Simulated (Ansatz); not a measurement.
`[OH][SnH2][AlH2]` + H₂Se → `[OH][SnH2][SeH]` + `[AlH3]` at 700 K and 1 bar (cleavage of the Sn–Al bond).

Gas-phase electronic energies from Ansatz, PBE0-D4/def2-TZVP geometries. CBS: MP2 limit from def2 TZ/QZ plus the TZ coupled-cluster correction, frozen cores. This one scheme is used for every species. Elements past krypton have def2 core potentials. For Se, Sn outer-core shells are correlated without core-valence functions, which leaves a few kJ/mol of doubt a bond. Scalar relativity is left out up to krypton. Each species was taken in one conformer, which may not be the lowest.

| species | CCSD(T)/CBS energy (Eh) | H − E (kJ/mol) | S (J/(mol·K)) |
| --- | --- | --- | --- |
| `[OH][SnH2][AlH2]` | -534.20940 | 176.8 | 463.9 |
| H₂Se | -2401.89790 | 61.1 | 251.1 |
| `[OH][SnH2][SeH]` | -2692.34473 | 155.6 | 439.5 |
| `[AlH3]` | -243.78045 | 80.2 | 251.4 |

H − E and S are ideal-gas, rigid-rotor, harmonic terms from PBE0-D4/def2-TZVP, for one conformer and one mirror image of each species. 1 Eh = 2625.50 kJ/mol, R = 8.31446 J/(mol·K).

**Question.** By hand: ΔE, ΔH, ΔS and ΔG.

**Answer.** ΔE = (-2692.34473) + (-243.78045) − (-534.20940) − (-2401.89790) = -0.01788 Eh = -46.9 kJ/mol. Δ(H − E) = 155.6 + 80.2 − 176.8 − 61.1 = -2.1, so ΔH = -49.0 kJ/mol. ΔS = 439.5 + 251.4 − 463.9 − 251.1 = -24.1 J/(mol·K). ΔG = -49.0 − 700 × (-24.1)/1000 = -32.1 kJ/mol.

**Question.** By hand: the equilibrium constant, and the temperature at which ΔG would vanish if ΔH and ΔS stayed fixed.

**Answer.** log₁₀ K = −ΔG/(RT ln 10) = 2.4. ΔG = 0 at ΔH/ΔS = 2033 K.

TΔS isn't small against ΔH here. A doubt of 5 kJ/mol in ΔE shifts log₁₀ K by 0.4 here. Other conformers and mirror images would add mixing entropy, several J/(mol·K) or more a flexible species. Modes under 60 cm⁻¹, often nearly free rotors, make the harmonic entropy too high. These are equilibria of isolated gas molecules and say nothing of rates. Largest T1 diagnostic: 0.014 (customary marks: 0.02 for closed shells, 0.045 for open ones).
